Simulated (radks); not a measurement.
Rb XX, configuration [Ar].

All-electron calculation, scalar-relativistic Kohn-Sham, PBE, spin-unpolarised, spherical densities, finite nucleus; Fermi nuclear charge, rms radius 4.2036 fm. Program: a radial shooting solver on a logarithmic mesh with Libxc functionals.

Energy parts (hartree):
total: -2780.06119
kinetic: 2853.09272
electron-nucleus: -6191.62514
Hartree: 635.30675
exchange-correlation: -76.83551

Orbitals (lengths in bohr, moments of r in powers of bohr; <r^-3> diverges for s and p1/2; r(max) is where P^2 peaks; r(90%) holds 90 % of the orbital's charge):
| orbital | occ. | eigenvalue (hartree) | r(max) | <1/r> | r(90%) | <r^-3> |
|---|---|---|---|---|---|---|
| 1s | 2 | -579.5117 | 0.02629 | 37.87 | 0.0721 | - |
| 2s | 2 | -100.7903 | 0.1492 | 8.490 | 0.272 | - |
| 2p | 6 | -92.53218 | 0.1194 | 8.281 | 0.250 | 1659 |
| 3s | 2 | -33.46885 | 0.4225 | 3.199 | 0.664 | - |
| 3p | 6 | -30.80371 | 0.4107 | 3.090 | 0.665 | 345.7 |
| 3d | 0 | -26.91369 | 0.3390 | 2.930 | 0.628 | 49.47 |
| 4s | 0 | -16.14057 | 0.8954 | 1.590 | 1.27 | - |

The highest occupied level is 3p at -838.21 eV. Summed over all electrons, <r^2> = 2.110 bohr^2, which gives a Langevin (diamagnetic) susceptibility term of -1.67 x 10^-6 cm^3/mol. The density falls to 0.001 e/bohr^3 at r = 1.24 bohr. The electron density at the nucleus is 5.6e+04 e/bohr^3 (large components only).
